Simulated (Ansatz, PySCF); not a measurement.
Reaction (SMILES): C=CC(F)(F)F [3,3,3-trifluoroprop-1-ene] + 6 [H][H] (H2) → 3 C (CH4) + 3 F (HF)
Each molecule is optimised on its own at B3LYP-D3(BJ)/def2-TZVP (Ansatz, a quantum-chemistry and plane-wave program), one conformer each, not searched for the lowest. Frequencies are from Ansatz or PySCF.

Property: energy of full hydrogenation (enthalpy at 298 K, with B3LYP-D3(BJ) rigid-rotor harmonic-oscillator terms), in kcal/mol. Cores are frozen in the correlated levels unless marked. No spin-orbit coupling. Non-relativistic. CBS marks a two-point X^-3 extrapolation of the correlation energy; Hartree-Fock from the larger set.

```json
[
 {"level": "HF/aug-cc-pVDZ", "program": "Ansatz", "energy of full hydrogenation (kcal/mol)": "-112.3"}
]
```

Task: What does CCSD(T)/CBS(cc-pVTZ,cc-pVQZ) (Ansatz) give?

Result: -99.2 kcal/mol
